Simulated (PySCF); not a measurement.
A geometry optimisation, step by step.

C₆H₇N₃S.
SMILES with atom numbers: `[CH3:1][N:2]([CH3:3])[c:4]1[cH:5][n:6][c:7]([C:8]#[N:9])[s:10]1` (hydrogens: H11, H12, H13 on C1; H14, H15, H16 on C3; H17 on C5)

Method: PySCF, PBE0-D3(BJ)/def2-SVP geometry optimisation, gas phase; density fitting, grid level 2; the optimiser is geomeTRIC in internal coordinates, started from a GFN2-xTB structure. The frame can shift and turn from step to step; on so coarse a grid that alone can change the energy by a few meV, and forces under 0.02 eV/Å are noise.

Step 0: E = -21612.9309 eV, largest atomic force 1.645 eV/Å
```
atom  x, y, z in Å  |  force x, y, z in eV/Å
C1     -1.287    1.554    0.908    0.092  -0.364  -0.209
N2     -1.074    0.403    0.066   -0.175   0.107   0.209
C3     -2.176   -0.516   -0.106    0.436   0.230   0.006
C4      0.189   -0.059   -0.105   -0.117   0.338  -0.039
C5      0.604   -1.241   -0.702   -0.070   0.084   0.114
N6      1.923   -1.407   -0.793    0.501  -0.580  -0.300
C7      2.598   -0.428   -0.291   -0.892   0.656   0.335
C8      3.985   -0.310   -0.242   -0.538  -0.105  -0.044
N9      5.125   -0.181   -0.183    1.632   0.185   0.083
S10     1.577    0.865    0.381    0.129  -0.331  -0.138
H11    -0.582    2.339    0.634    0.174   0.330  -0.063
H12    -1.151    1.320    1.970    0.028  -0.017   0.375
H13    -2.298    1.928    0.756   -0.294   0.168  -0.039
H14    -2.091   -1.016   -1.070   -0.050  -0.203  -0.324
H15    -2.206   -1.275    0.684   -0.036  -0.279   0.232
H16    -3.107    0.046   -0.089   -0.303   0.149  -0.033
H17    -0.036   -2.010   -1.088   -0.516  -0.368  -0.165
```

Step 1: E = -21612.9973 eV, largest atomic force 0.232 eV/Å
```
atom  x, y, z in Å  |  force x, y, z in eV/Å
C1     -1.416    1.800    0.248   -0.001   0.071   0.072
N2     -1.196    0.643   -0.578    0.029  -0.028  -0.092
C3     -2.289   -0.263   -0.823   -0.086  -0.054   0.037
C4      0.067    0.179   -0.766    0.036   0.000   0.068
C5      0.486   -1.033   -1.317   -0.058  -0.011  -0.061
N6      1.819   -1.206   -1.402    0.009   0.053   0.055
C7      2.476   -0.189   -0.915    0.109  -0.171  -0.114
C8      3.890   -0.077   -0.865   -0.113   0.033   0.016
N9      5.042    0.050   -0.806    0.056  -0.003   0.001
S10     1.463    1.100   -0.303   -0.069   0.080   0.042
H11    -0.719    2.607   -0.032   -0.023  -0.015  -0.002
H12    -1.280    1.589    1.327   -0.005   0.013  -0.025
H13    -2.437    2.174    0.092    0.029  -0.014  -0.003
H14    -2.192   -0.732   -1.814    0.023   0.029   0.013
H15    -2.349   -1.068   -0.065   -0.008   0.012  -0.036
H16    -3.233    0.298   -0.812    0.031  -0.012   0.004
H17    -0.189   -1.811   -1.676    0.041   0.017   0.026
```

Step 2: E = -21612.9988 eV, largest atomic force 0.078 eV/Å
```
atom  x, y, z in Å  |  force x, y, z in eV/Å
C1     -1.415    1.801    0.251   -0.008   0.017   0.016
N2     -1.195    0.642   -0.575    0.024  -0.010  -0.003
C3     -2.290   -0.262   -0.826   -0.020  -0.003  -0.003
C4      0.068    0.176   -0.759    0.008  -0.002   0.032
C5      0.483   -1.036   -1.312    0.006  -0.006  -0.007
N6      1.816   -1.211   -1.398    0.035   0.041  -0.008
C7      2.478   -0.194   -0.921   -0.005  -0.075  -0.021
C8      3.890   -0.073   -0.871   -0.031  -0.012   0.003
N9      5.042    0.059   -0.813    0.009   0.001  -0.001
S10     1.465    1.097   -0.302   -0.034   0.051   0.007
H11    -0.718    2.607   -0.031   -0.002  -0.002  -0.007
H12    -1.282    1.594    1.331    0.002  -0.004  -0.008
H13    -2.435    2.175    0.092   -0.002  -0.002  -0.001
H14    -2.186   -0.723   -1.820   -0.001   0.003  -0.005
H15    -2.355   -1.073   -0.075    0.009   0.005  -0.005
H16    -3.232    0.300   -0.816    0.003   0.003   0.005
H17    -0.191   -1.816   -1.664    0.005  -0.006   0.007
```

Step 3: E = -21612.9990 eV, largest atomic force 0.030 eV/Å
```
atom  x, y, z in Å  |  force x, y, z in eV/Å
C1     -1.416    1.801    0.252    0.005  -0.003  -0.014
N2     -1.194    0.641   -0.574   -0.002   0.000   0.028
C3     -2.290   -0.262   -0.826    0.017   0.009  -0.024
C4      0.069    0.176   -0.756   -0.011  -0.011  -0.002
C5      0.485   -1.036   -1.310   -0.015   0.002  -0.004
N6      1.817   -1.210   -1.402   -0.002   0.013   0.023
C7      2.478   -0.194   -0.924    0.003   0.011  -0.006
C8      3.890   -0.076   -0.871    0.027   0.007  -0.002
N9      5.042    0.054   -0.812   -0.012  -0.003   0.000
S10     1.465    1.102   -0.306    0.009  -0.014   0.000
H11    -0.721    2.608   -0.031    0.004   0.007  -0.002
H12    -1.282    1.595    1.331    0.004  -0.004   0.003
H13    -2.437    2.173    0.092   -0.007   0.001   0.001
H14    -2.187   -0.716   -1.823   -0.007  -0.007  -0.008
H15    -2.355   -1.076   -0.080    0.007  -0.005   0.006
H16    -3.232    0.302   -0.812   -0.006   0.003   0.005
H17    -0.188   -1.819   -1.657   -0.014  -0.006  -0.004
```

Step 4: E = -21612.9992 eV, largest atomic force 0.023 eV/Å
```
atom  x, y, z in Å  |  force x, y, z in eV/Å
C1     -1.415    1.802    0.253   -0.015  -0.009  -0.015
N2     -1.195    0.641   -0.572    0.018  -0.003   0.013
C3     -2.289   -0.262   -0.829    0.001   0.020  -0.003
C4      0.068    0.176   -0.754   -0.015  -0.008  -0.007
C5      0.482   -1.037   -1.307    0.011   0.010   0.008
N6      1.815   -1.210   -1.399   -0.001  -0.010   0.001
C7      2.477   -0.194   -0.924   -0.008   0.013   0.004
C8      3.889   -0.075   -0.873    0.018   0.002  -0.001
N9      5.041    0.054   -0.816   -0.007  -0.001   0.000
S10     1.464    1.102   -0.305    0.008  -0.014  -0.005
H11    -0.719    2.608   -0.032    0.000   0.003  -0.002
H12    -1.279    1.596    1.332    0.003   0.001   0.003
H13    -2.435    2.175    0.094   -0.003   0.000   0.003
H14    -2.185   -0.713   -1.828   -0.002   0.002  -0.002
H15    -2.352   -1.078   -0.085    0.001  -0.005   0.001
H16    -3.231    0.301   -0.812   -0.004  -0.001   0.005
H17    -0.191   -1.821   -1.651   -0.003   0.001  -0.002
```

Question: Summarise the path.

Answer: The energy falls by 6.58 kJ/mol from step 0 to step 4; nine tenths of that is first reached at step 1. It falls at every step. The largest force goes from 1.645 to 0.023 eV/Å. Among the bonds C7–C8 changes most, from 1.393 to 1.418 Å; the atoms move by 0.055 Å rms after alignment.

Question: Follow the three bonds and two angles with the largest change from start to end.

Answer: 
```
step  E above end (kJ/mol)  largest force (eV/Å)  C7–C8 (Å)  C7–S10 (Å)  C5–H17 (Å)  C1–N2–C3 (°)  N6–C5–H17 (°)
   0                  6.58                 1.645      1.393       1.779       1.073         117.7          118.5
   1                  0.18                 0.232      1.420       1.750       1.091         119.2          120.0
   2                  0.04                 0.078      1.419       1.754       1.089         119.3          119.9
   3                  0.01                 0.030      1.418       1.757       1.089         119.2          119.8
   4                  0.00                 0.023      1.418       1.757       1.089         119.4          119.8
```

What follows is the cost of the whole optimisation. Hardware: an Arm Neoverse V1 with one thread, shared host with 32 logical CPUs at a one-minute load of 14. Cost: 85 s, 0.93 GiB resident at most.
